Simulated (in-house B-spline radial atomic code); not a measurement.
Settings and results of a run for neutral argon (an excited or competing configuration). Level of theory: non-relativistic B97-1, spin-polarised, spherical fractional occupations, point nucleus; calculated with a radial B-spline atomic code at the basis-set limit.

Command:
```bash
python run_scf.py task.json out
```
Settings:
```
Z                18
configuration    [Ne] 3s2 3p5 4p1
hamiltonian      nr
method           b97_1
spin_polarised   True
```

Output (hartree, bohr):
```
 radial grid: 55 intervals, B-splines of order 8, outer radius 50 bohr

 iter        energy (Eh)    residual
    1        -524.601515    2.68e-01
    2        -526.180709    1.23e-01
    3        -526.915132    3.47e-02
    4        -526.969900    1.09e-02
    5        -526.973891    4.22e-03
    6        -526.974875    2.54e-03
    7        -526.974941    3.89e-03
    8        -526.975047    3.54e-04
    9        -526.975055    3.18e-04
   10        -526.975056    4.78e-05
   11        -526.975056    1.22e-05
   12        -526.975056    4.95e-06
   13        -526.975056    4.80e-07
   14        -526.975056    1.95e-07
   15        -526.975056    2.19e-09

 total energy                      -526.97506
 kinetic                             526.3423
 electron-nucleus                  -1248.7127
 Hartree                             225.8743
 exact exchange                       -6.2278
 exchange-correlation                -24.2513

 orbital      occ     eigenvalue          <r>       <r^2>       <1/r>       r_max
 1s up      1.000      -115.4752    0.0861843  0.00997928     17.5468     0.05654
 1s down    1.000      -115.4657    0.0861776  0.00997762     17.5478     0.05654
 2s up      1.000       -11.5165     0.415309    0.204543     3.53285      0.3402
 2s down    1.000       -11.5079     0.415114    0.204266     3.53306      0.3403
 2p up      3.000        -9.0568     0.376738    0.176183     3.44646      0.2817
 2p down    3.000        -9.0425     0.376719    0.176089     3.44562      0.2818
 3s up      1.000        -1.2980      1.37116      2.1716     1.00763       1.168
 3s down    1.000        -1.2372      1.38054     2.20505     1.00053       1.171
 3p up      3.000        -0.7310      1.54459     2.81681      0.8788       1.264
 3p down    2.000        -0.6537      1.57519     2.93783    0.862626       1.272
 4p up      1.000        -0.0480      7.31464     60.9717    0.166425       6.563
```

Cost of the run: 0.17 s on 1 thread of Arm Neoverse V1, on a shared host.

Caution: exact exchange at fractional occupations of open shells leaves self-interaction of up to several eV.
